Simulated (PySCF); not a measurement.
# Er²⁺: excitation energy

Er²⁺ [Xe] 4f12 (high-spin determinant) → Er²⁺ [Xe] 4f11 5d1 (high-spin determinant), as a difference of total energies. Computed with PySCF 2.14 in cc-pVDZ-X2C (8s7p5d3f1g, 84 functions), with the spin-free X2C one-electron Hamiltonian (Gaussian nucleus). Correlated levels: valence: [Kr] 4d10 frozen; valence and next inner shell: [Ar] 3d10 frozen. The calculations carry no spin-orbit coupling.

| method | excitation energy (eV) |
| --- | --- |
| UHF | -0.996 |
| PBE0 | 2.375 |
| r2SCAN | 2.197 |
| MP2 (valence) | 2.944 |
| SCS-MP2 (valence) | 2.535 |
| MP2 (valence and next inner shell) | 3.364 |
| SCS-MP2 (valence and next inner shell) | 2.820 |

How much does correlation contribute at MP2 (valence and next inner shell)?

3.364 − (-0.996) = 4.360 eV, measured against UHF.

A first-order spin-orbit estimate (lowest level to lowest level, LS coupling) adds -0.037 eV.

The determinant of the upper state and of the lower state mixes LS terms, which raises its energy above the lowest term, most at the Hartree-Fock and MP2 levels.
